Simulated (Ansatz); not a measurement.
Start from `FC1([SiH3])BO1` and change one atom or group to get `FC1(Br)BO1`.

Ansatz, PBE0-D4/def2-TZVP geometries, multiplicity 1. 

Scalar relativity is left out up to krypton.

```tsv
property	`FC1([SiH3])BO1`
size of the dipole moment (B3LYP/def2-TZVPP) / D	1.72
LUMO energy (PBE/def2-TZVPP) / eV	-2.07
LUMO energy (B3LYP/def2-TZVPP) / eV	-1.30
HOMO–LUMO gap (PBE0/def2-TZVPP) / eV	7.00
zero-point energy (PBE0-D4/def2-TZVP) / kJ/mol	129.6
HOMO–LUMO gap (B3LYP/def2-TZVPP) / eV	6.55
```

(1) What does the change do to each property? (An estimate is asked.)

Results:

(1) Computed: 
```json
{"property": "size of the dipole moment (B3LYP/def2-TZVPP) / D", "`FC1(Br)BO1`": "1.89", "shift": "0.17"}
{"property": "LUMO energy (PBE/def2-TZVPP) / eV", "`FC1(Br)BO1`": "-2.49", "shift": "-0.42"}
{"property": "LUMO energy (B3LYP/def2-TZVPP) / eV", "`FC1(Br)BO1`": "-1.72", "shift": "-0.42"}
{"property": "HOMO–LUMO gap (PBE0/def2-TZVPP) / eV", "`FC1(Br)BO1`": "6.69", "shift": "-0.31"}
{"property": "zero-point energy (PBE0-D4/def2-TZVP) / kJ/mol", "`FC1(Br)BO1`": "65.8", "shift": "-63.8"}
{"property": "HOMO–LUMO gap (B3LYP/def2-TZVPP) / eV", "`FC1(Br)BO1`": "6.22", "shift": "-0.33"}
```

With PBE0 the HOMO falls by 0.12 eV and the LUMO falls by 0.43 eV, so the gap narrows by about 0.31 eV. PBE moves the HOMO by -0.20 eV and ωB97M-V by -0.05 eV. The zero-point energy changes by -63.8 kJ/mol with -9 modes. Dipoles are sizes alone; their direction can turn.

B3LYP here is the variant with VWN-RPA as its local correlation; programs differ in this.

Spin–orbit coupling is left out; it splits and shifts lone-pair levels of the heavy atoms by tenths of an eV.
